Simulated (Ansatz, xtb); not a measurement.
**Relative energy of two conformers of C2H4BClF2**

Structure a is `FB(F)CCCl`, a singlet and structure b is `FB(F)CCCl`, a singlet. Both are isolated molecules in the gas phase, relaxed with PBE0-D3(BJ)/def2-SVP.

a (Å):

```xyz
10

C     0.1432    2.3291   -0.2750
C     1.2538    1.9748   -1.2413
B     0.1565    1.4476    1.0226
Cl    1.1019    0.2640   -1.7604
F     1.2935    1.0876    1.5903
F    -0.9534    1.0819    1.6342
H    -0.8389    2.2657   -0.7677
H     0.2659    3.3829    0.0420
H     2.2445    2.0746   -0.7778
H     1.2288    2.5850   -2.1540
```

b (Å):

```xyz
10

C     0.6174    0.0165   -1.7550
C     1.3156   -1.3018   -1.5100
B    -0.6265   -0.0690   -2.7000
Cl    2.7241   -1.1179   -0.4201
F    -1.3292    1.0055   -3.0039
F    -1.0295   -1.2092   -3.2335
H     0.2890    0.4644   -0.8004
H     1.3198    0.7539   -2.1822
H     0.6463   -2.0353   -1.0403
H     1.6936   -1.7413   -2.4431
```

Task: Estimate which is lower in electronic energy at CCSD(T)/def2-SVP + ΔMP2/def2-TZVPP, and by roughly how much.

Result: Too close to call at this level: CCSD(T)/def2-SVP + ΔMP2/def2-TZVPP gives E(b) − E(a) = +0.021 eV.

The same difference at several levels:

```
                             level              geometry  E(b) − E(a) (eV)  departure from the last row (eV)  job, with rough time for the two
              PBE0-D3(BJ)/def2-SVP  PBE0-D3(BJ)/def2-SVP              +0.023                            +0.003                optimisation, 26 s
                       HF/def2-SVP  PBE0-D3(BJ)/def2-SVP              +0.021                            +0.001           part of the CCSD(T) run
                      MP2/def2-SVP  PBE0-D3(BJ)/def2-SVP              +0.041                            +0.020           part of the CCSD(T) run
                  CCSD(T)/def2-SVP  PBE0-D3(BJ)/def2-SVP              +0.043                            +0.022                      single point
CCSD(T)/def2-SVP + ΔMP2/def2-TZVPP  PBE0-D3(BJ)/def2-SVP              +0.021                                                  single point, 20 s
```

The largest departure from CCSD(T)/def2-SVP + ΔMP2/def2-TZVPP is that of CCSD(T)/def2-SVP, 0.022 eV. Levels run at GFN2-xTB geometries aren't shown. The last row adds to CCSD(T) the change of the MP2 difference between the two basis sets, here −0.022 eV.

With harmonic frequencies from PBE0-D3(BJ)/def2-SVP (ideal gas, rigid rotor, one conformer each, 298.15 K, 1 atm): on the last row, ΔE + ΔZPE = +0.015 eV. A mode under 50 cm⁻¹ makes harmonic enthalpies and free energies unreliable, so none is given.

The correlated steps freeze 10 core orbitals. Programs: Ansatz 0.2.0; the last row on 2 threads of Intel(R) Xeon(R) 6975P-C (Granite Rapids) on a shared host.
